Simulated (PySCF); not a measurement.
## Relaxation of triplet TcH₃

All numbers come from UPBE0/[Tc def2-TZVP with ECP28, H def2-TZVP], scalar-relativistic core potentials, density fitting, no spin–orbit coupling, PySCF. A (50,194) grid was used.

A start displaced from a saddle point along its imaginary mode, of Cs symmetry, held to at least that symmetry:

```xyz
4
charge 0 multiplicity 3, angstrom
Tc    0.0000   -0.0032   -0.0276
H     0.0000   -0.1876    1.5689
H     1.5760    0.2500    0.5714
H    -1.5760    0.2500    0.5714
```

Problem. What forces act on the atoms at the start (eV/Å)?

Solution. 
```tsv
atom	Fx	Fy	Fz
Tc1	0.00	-0.22	0.00
H2	0.00	-0.06	-0.17
H3	-0.90	0.14	0.08
H4	0.90	0.14	0.08
```

Problem. What does it relax to?

Solution. It ends at Cs with Tc–H 1.612 Å, Tc–H 1.620 Å (×2); H–Tc–H 96.5° (×2), H–Tc–H 105.0°. A frequency run shows a minimum. Other isomers or separated fragments may lie lower.

Problem. How much energy is released, and in how many steps?

Solution. 55.8 kJ/mol in 11 steps.

Open d and f shells are described by one determinant, and the ground state may have another occupation or spin. At this level a quintet minimum of C2v symmetry lies 29 kJ/mol below this structure.

The relaxation took about 50 core-seconds on a shared host.
